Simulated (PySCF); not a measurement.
Point-charge models of `COCC1=CCC=C1` against its computed dipole.

Coordinates (GFN2-xTB, Å) and charges (e) from the PBE0/pcSseg-1 density (PySCF):

| atom | x | y | z | Mulliken | IAO | Hirshfeld | ESP-fitted |
| --- | --- | --- | --- | --- | --- | --- | --- |
| C1 | 2.466 | 0.579 | -0.233 | -0.0208 | -0.2022 | -0.0475 | -0.2143 |
| O2 | 2.090 | -0.633 | 0.369 | -0.5161 | -0.3934 | -0.1495 | -0.2334 |
| C3 | 1.052 | -1.302 | -0.322 | +0.2332 | -0.0603 | -0.0001 | -0.2809 |
| C4 | -0.243 | -0.548 | -0.313 | -0.3242 | -0.0290 | -0.0120 | +0.1424 |
| C5 | -0.947 | -0.101 | -1.366 | -0.1314 | -0.1730 | -0.0544 | -0.2875 |
| C6 | -2.168 | 0.612 | -0.889 | -0.1270 | -0.2799 | -0.0736 | +0.0252 |
| C7 | -2.042 | 0.515 | 0.596 | -0.1517 | -0.1604 | -0.0515 | -0.2264 |
| C8 | -0.929 | -0.159 | 0.909 | -0.0115 | -0.1699 | -0.0589 | -0.2014 |
| H9 | 1.635 | 1.294 | -0.253 | +0.1042 | +0.1262 | +0.0276 | +0.1220 |
| H10 | 2.815 | 0.418 | -1.262 | +0.0814 | +0.1164 | +0.0331 | +0.1078 |
| H11 | 3.278 | 0.983 | 0.367 | +0.1174 | +0.1557 | +0.0485 | +0.1230 |
| H12 | 0.935 | -2.254 | 0.205 | +0.1253 | +0.1573 | +0.0473 | +0.1655 |
| H13 | 1.355 | -1.503 | -1.361 | +0.0896 | +0.1179 | +0.0349 | +0.1491 |
| H14 | -0.709 | -0.226 | -2.407 | +0.0644 | +0.1483 | +0.0455 | +0.1395 |
| H15 | -2.192 | 1.650 | -1.229 | +0.1564 | +0.1682 | +0.0557 | +0.0834 |
| H16 | -3.083 | 0.138 | -1.249 | +0.1587 | +0.1694 | +0.0561 | +0.0781 |
| H17 | -2.763 | 0.935 | 1.273 | +0.0856 | +0.1518 | +0.0474 | +0.1340 |
| H18 | -0.559 | -0.393 | 1.890 | +0.0666 | +0.1569 | +0.0515 | +0.1738 |

Question: Form Σ q r in debye for every column and set it beside the full dipole.

Answer: The full density gives (-0.99, 0.83, -1.26) D, 1.81 D in size; dipole vectors point from the negative to the positive end.

```csv
scheme,μx,μy,μz,size (D),share of the full size (%),angle to the full dipole (°)
Mulliken,-1.03,1.13,-2.21,2.69,149,12
IAO,-1.31,0.95,-1.78,2.40,133,4
Hirshfeld,-0.74,0.33,-0.69,1.06,59,12
ESP-fitted,-0.99,0.83,-1.28,1.81,100,0
```

Question: Which set comes closest?

Answer: Length of the difference vector: ESP-fitted 0.02 D, IAO 0.62 D, Hirshfeld 0.80 D, Mulliken 1.00 D. Closest: ESP-fitted. The schemes that divide the density aren't constrained to reproduce the dipole.

Question: What is left for the Hirshfeld atoms' own dipoles?

Answer: The shares of the density sum to the whole, so what Σ q r misses lies in dipoles about the nuclei. The atomic dipoles sum to (-0.99, 0.83, -1.26) − (-0.74, 0.33, -0.69) = (-0.25, 0.50, -0.57) D, 0.80 D in size.

Question: With the origin at the mean of the coordinates, (0.000, 0.000, -0.293) Å, which are the largest single terms, by size, of the Hirshfeld dipole along the direction of the full one?

Answer: O2 +1.36, H15 +0.70, C6 -0.67, H16 +0.65, H12 -0.43 D; all 18 atoms together +1.04 D. The single terms depend on the origin, their sum doesn't.

Question: Give the size of the full dipole in other units.

Answer: 1.81 D = 0.710 au = 0.376 e·Å = 6.02 × 10⁻³⁰ C·m.

Geometry: GFN2-xTB, one conformer, isolated molecule.

Conformer computed: `[CH3:1][O:2][CH2:3][C:4]1=[CH:5][CH2:6][CH:7]=[CH:8]1`: C1–O2–C3–C4 -65°, O2–C3–C4–C5 120°.
